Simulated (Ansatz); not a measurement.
System: C3H3F, charge 0, singlet. C3H3F (1-fluoropropa-1,2-diene, SMILES C(=C=C)F).
B3LYP-D3(BJ)/def2-TZVP minimum from Ansatz (a quantum-chemistry and plane-wave program):
```xyz
7

C     -1.8617    -0.2337    -0.0659
C     -0.5626    -0.2506    -0.1046
C      0.7338    -0.3047    -0.1606
F      1.5217     0.7013     0.2939
H     -2.4482     0.1702    -0.8849
H     -2.4086    -0.6172     0.7893
H      1.3043    -1.1309    -0.5626
```
Charge 0, spin multiplicity 1.

Total energies in hartree (Ansatz). Radicals and triplets start from unrestricted determinants; spin-orbit coupling is neglected. Cores are frozen in correlated methods. No relativity. Where a partner has so few electrons that a lower coupled-cluster level is exact, that level stands in. The restricted determinant of C3H3F (C=C=CF, singlet) is unstable towards broken spin symmetry in at least one set run.

```csv
species,HF/cc-pVTZ,CCSD(T)/cc-pVTZ,HF/cc-pVQZ,CCSD(T)/cc-pVQZ,CCSD(T)/cc-pVDZ,CCSDT(Q)/cc-pVDZ
"1: C3H3F (1-fluoropropa-1,2-diene, SMILES C=C=CF)",-214.78384,-215.55519,-214.79973,-215.62030,-215.33772,-215.34029
2: C (triplet),-37.69157,-37.78076,-37.69331,-37.78654,-37.76038,-37.76071
3: F (doublet),-99.40552,-99.62036,-99.41377,-99.65026,-99.52757,-99.52776
4: H (doublet),-0.49981,-0.49981,-0.49995,-0.49995,-0.49928,-0.49928
```

### Question
Work out the atomisation energy (electronic, to ground-state atoms) in kcal/mol: take Hartree-Fock from cc-pVQZ, extrapolate the CCSD(T) correlation energy as X^-3 (X = 3, 4), and add CCSDT(Q) - CCSD(T) in cc-pVDZ. 1 hartree = 627.51 kcal/mol.

### Answer

Species 1: correlation (64·(-0.82057) - 27·(-0.77135))/37 = -0.85649; step -0.00257; E1 = -214.79973 + (-0.85649) + (-0.00257) = -215.65879
Species 2: correlation (64·(-0.09323) - 27·(-0.08919))/37 = -0.09618; step -0.00033; E2 = -37.69331 + (-0.09618) + (-0.00033) = -37.78982
Species 3: correlation (64·(-0.23649) - 27·(-0.21484))/37 = -0.25229; step -0.00019; E3 = -99.41377 + (-0.25229) + (-0.00019) = -99.66625
Species 4: correlation (64·(0.00000) - 27·(0.00000))/37 = 0.00000; step +0.00000; E4 = -0.49995 + (0.00000) + (+0.00000) = -0.49995
-1·E1 +3·E2 +1·E3 +3·E4 = 1.12323 hartree = 704.8 kcal/mol.
